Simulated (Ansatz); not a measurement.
BH4NZn (`[BH2][Zn][NH2]`). Total charge 0; spin multiplicity 1.

```xyz
7

B    -1.2302    0.0238    1.4746
Zn    0.0721    0.0047   -0.0893
N     1.2312    0.0080   -1.4836
H    -2.4125   -0.1129    1.3297
H    -0.8701    0.1699    2.6089
H     0.9770   -0.1618   -2.4427
H     2.2324    0.0682   -1.3976
```

List the harmonic frequencies (cm⁻¹, unscaled) at PBE0-D4/def2-TZVP in Ansatz. (Estimate.)

Computed: 62, 135, 147, 196, 504, 540, 646, 683, 847, 1158, 1554, 2564, 2641, 3604, 3702.

Is this a minimum?

Yes, all 15 modes are real.

Give the ideal-gas thermochemistry at 298.15 K and 1 bar (rigid rotor, harmonic oscillator; point group C2v, symmetry number 2).

Zero-point energy 113.5 kJ/mol; H(298) − E = 132.5 kJ/mol; entropy 312.9 J/(mol·K), of which translation 165.5, rotation 87.6, vibration 59.8; G(298) − E = 39.2 kJ/mol. Modes under 100 cm⁻¹ are hindered rotations or soft bends, so the harmonic entropy is rough.

And at 400, 500, 600, 800 and 1000 K?


```json
{"T (K)": "400", "H − E (kJ/mol)": "141.9", "S (J/mol/K)": "339.8", "G − E (kJ/mol)": "6.0"}
{"T (K)": "500", "H − E (kJ/mol)": "151.9", "S (J/mol/K)": "362.1", "G − E (kJ/mol)": "-29.2"}
{"T (K)": "600", "H − E (kJ/mol)": "162.5", "S (J/mol/K)": "381.5", "G − E (kJ/mol)": "-66.4"}
{"T (K)": "800", "H − E (kJ/mol)": "185.3", "S (J/mol/K)": "414.2", "G − E (kJ/mol)": "-146.0"}
{"T (K)": "1000", "H − E (kJ/mol)": "209.7", "S (J/mol/K)": "441.4", "G − E (kJ/mol)": "-231.7"}
```
